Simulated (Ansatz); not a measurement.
System: C$_{2}$N, net charge 0, doublet state. It need not be the lowest isomer of its formula. SMILES: [C][N][C]
Structure (B3LYP-D3(BJ)/def2-TZVP (Ansatz, a quantum-chemistry and plane-wave program) minimum search):
```xyz
3

C      0.0000     0.0000    -1.2396
N      0.0000     0.0000     0.0000
C      0.0000     0.0000     1.2396
```
Charge 0, spin multiplicity 2.

Computed values are from Ansatz. Correlated levels leave the core frozen unless marked. Open shells are spin-unrestricted. No spin-orbit coupling. No relativistic terms. CBS(X,Y): correlation extrapolated as X^-3; Hartree-Fock from the larger set. The bracket is a focal-point correction in the basis named.

```json
{
 "atomisation energy De": "294.2 kcal/mol at CCSD(T)/CBS(cc-pVTZ,cc-pVQZ)",
 "vertical ionisation energy (to the singlet)": "9.73 eV at RI-MP2/CBS(aug-cc-pVTZ,aug-cc-pVQZ)+[CCSD(T)-MP2]/aug-cc-pVTZ",
 "total_energy": "-130.5778 Eh at CCSD(T)/CBS(cc-pVTZ,cc-pVQZ)",
 "dipole_moment": "0.00 D at CCSD(T)/aug-cc-pVDZ",
 "T1 diagnostic": "0.030 at CCSD/cc-pVQZ"
}
```

The UHF reference is spin-contaminated (<S^2> 0.12 over the pure value in the largest basis).
